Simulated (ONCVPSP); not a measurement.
u(r) = r·R(r): atom against pseudo-atom (silicon)

Columns: radius, all-electron u(r) and pseudo u(r) of the 3p shell (level -4.08 eV) of silicon in the configuration [Ne] 3s2 3p2; PBE, scalar-relativistic, ONCV scheme, ONCVPSP 4.0.1.

```
r (bohr)  all-electron  pseudo
   0.108       -0.1120  0.0045
   0.215       -0.2251  0.0178
   0.322       -0.2587  0.0393
   0.430       -0.2268  0.0686
   0.538       -0.1550  0.1048
   0.645       -0.0649  0.1463
   0.752        0.0314  0.1922
   0.860        0.1267  0.2417
   0.968        0.2156  0.2927
   1.075        0.2951  0.3433
   1.182        0.3651  0.3924
   1.290        0.4262  0.4391
   1.398        0.4782  0.4818
   1.505        0.5209  0.5195
   1.612        0.5552  0.5518
   1.720        0.5819  0.5787
   1.828        0.6014  0.5993
   1.935        0.6143  0.6134
   2.042        0.6216  0.6214
   2.150        0.6240  0.6240
   2.258        0.6222  0.6222
   2.365        0.6169  0.6168
   2.472        0.6085  0.6085
   2.580        0.5976  0.5976
   2.688        0.5846  0.5846
   2.795        0.5702  0.5702
```

Problem. How many radial nodes do the two functions have?

Solution. The all-electron 3p function has n − l − 1 = 1; the pseudo-wave has 0, since the states of the same l below it are removed with the core.

Problem. At about which radius was the pseudo-wave matched?

Solution. 2.15 bohr. The columns agree to 0.0005 from 2.04 bohr on; several derivatives are matched, so the curves merge somewhat inside the radius.

Problem. Is the pseudo-wave norm-conserving?

Solution. Yes: the ONCV scheme keeps the norm inside the radius equal to the all-electron one, which fixes the energy derivative of the logarithmic derivative at the level.
